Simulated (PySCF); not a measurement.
**How methods differ on the ionisation energy of Ne⁺**

Ne⁺ [He] 2s2 2p5 (2P) → Ne²⁺ [He] 2s2 2p4 (3P), as a difference of total energies. Calculation: PySCF 2.14, in x2c-QZVPPall with one added diffuse shell each of s, p, d, f type (8s5p4d3f1g, 73 functions); the spin-free X2C one-electron Hamiltonian (Gaussian nucleus). Correlated levels: valence: 1s2 frozen; valence and next inner shell: nothing frozen. The calculations carry no spin-orbit coupling.

```
                                method  ionisation energy (eV)  error (eV)
                                   UHF                  39.259      -1.704
                                   LDA                  41.424      +0.461
                                   PBE                  41.124      +0.161
                                  PBE0                  40.990      +0.027
                                r2SCAN                  41.118      +0.155
                                PBEsol                  41.018      +0.055
                                 wB97X                  40.921      -0.042
                             CAM-B3LYP                  41.254      +0.291
                                  PW91                  41.254      +0.291
                         MP2 (valence)                  40.860      -0.103
                     SCS-MP2 (valence)                  40.869      -0.094
    MP2 (valence and next inner shell)                  40.876      -0.087
SCS-MP2 (valence and next inner shell)                  40.877      -0.086
```

Reference: 40.963 eV (measured; NIST Atomic Spectra Database, ionization energies).

Errors of the correlated levels include the incompleteness of this basis and the frozen core.
